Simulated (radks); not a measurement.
The numbers below are computed, except where a source is named.
All-electron atom: Sr I in [Kr] 5s2 (the NIST ground configuration).

Code: a radial shooting solver on a logarithmic mesh with Libxc functionals. Model: scalar-relativistic Kohn-Sham, LDA (Slater exchange, VWN5 correlation), spin-polarised, spherical densities, finite nucleus; Fermi nuclear charge, rms radius 4.224 fm; hard spherical wall at 1.5 bohr.

Energy parts (eV):
total: -84870.205
kinetic: 92791.349
electron-nucleus: -215147.501
Hartree: 40438.997
exchange-correlation: -2953.051

Orbitals (lengths in bohr, moments of r in powers of bohr):
\begin{tabular}{lrrrr}
orbital & occ. & eigenvalue (eV) & <1/r> & <r> \\ \hline
1s & 2 & -15742.12 & 38.94 & 0.03922 \\
2s & 2 & -2006.123 & 8.667 & 0.1731 \\
2p & 6 & -1764.952 & 8.468 & 0.1510 \\
3s & 2 & -208.6165 & 2.831 & 0.5059 \\
3p & 6 & -132.1244 & 2.666 & 0.5159 \\
3d & 10 & -4.4707 & 2.395 & 0.5217 \\
4s & 2 & 106.0177 & 1.570 & 0.9138 \\
4p & 6 & 138.5870 & 1.582 & 0.9070 \\
4d & 0 & 191.0813 & 1.605 & 0.8726 \\
5s & 2 & 453.0534 & 1.906 & 0.8742 \\
5p & 0 & 479.4132 & 1.901 & 0.8567 \\
6s & 0 & 957.5979 & 2.128 & 0.8462 \\
\end{tabular}

The highest occupied level is 5s at 453.05 eV. The configuration is held as typed, so some empty levels lie below it. Summed over all electrons, <r^2> = 15.15 bohr^2, which gives a Langevin (diamagnetic) susceptibility term of -12 x 10^-6 cm^3/mol. The density falls to 0.001 e/bohr^3 at r = 1.49 bohr.
